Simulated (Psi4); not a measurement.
Intermolecular potential of BF3 ··· CH3Br (SMILES FB(F)F and CBr), singlet. Monomers: optimised at B3LYP-D3(BJ) (def2-TZVP), held rigid. Orientation: a higher rigid-body minimum at GFN2-xTB. R is the distance of the centres of mass, along which the second monomer moves.

Geometry at R = 3.27 Å (first 4 atoms: monomer A):
```
9

F      1.1869    -0.5636     0.0674
B      0.0001     0.0000    -0.0011
F     -1.0817    -0.7475    -0.0358
F     -0.1053     1.3111    -0.0305
C      2.1317     1.7543    -2.0919
Br     0.9314     0.6105    -3.1324
H      1.5458     2.5815    -1.7072
H      2.9131     2.1027    -2.7579
H      2.5407     1.1547    -1.2864
```

PBE/def2-TZVP, counterpoise-corrected (Psi4); PBE-D3(BJ)/def2-TZVP, counterpoise-corrected (Psi4); SAPT0/jun-cc-pVDZ, frozen core (Psi4).

Interaction energies in kcal/mol; the last columns give the difference from SAPT0:

```tsv
R / Å	PBE/def2-TZVP	PBE-D3(BJ)/def2-TZVP	SAPT0/jun-cc-pVDZ	PBE/def2-TZVP − SAPT0/jun-cc-pVDZ	PBE-D3(BJ)/def2-TZVP − SAPT0/jun-cc-pVDZ
2.68	9.50	7.50	8.08	1.42	-0.58
2.88	3.33	1.48	2.12	1.21	-0.64
3.05	0.66	-1.04	-0.37	1.03	-0.67
3.27	-0.91	-2.40	-1.72	0.82	-0.67
3.48	-1.38	-2.67	-2.04	0.66	-0.62
3.67	-1.43	-2.53	-1.97	0.54	-0.56
3.97	-1.22	-2.06	-1.62	0.40	-0.44
4.28	-0.94	-1.55	-1.23	0.29	-0.32
4.81	-0.54	-0.88	-0.73	0.19	-0.15
5.49	-0.26	-0.42	-0.39	0.13	-0.03
6.44	-0.11	-0.17	-0.18	0.08	0.01
7.74	-0.04	-0.06	-0.08	0.03	0.01
```

PBE/def2-TZVP is furthest from SAPT0/jun-cc-pVDZ at 2.68 (1.42 kcal/mol, above); its mean absolute difference over the points is 0.57 kcal/mol.

PBE-D3(BJ)/def2-TZVP is furthest from SAPT0/jun-cc-pVDZ at 3.27 (-0.67 kcal/mol, below); its mean absolute difference over the points is 0.39 kcal/mol.
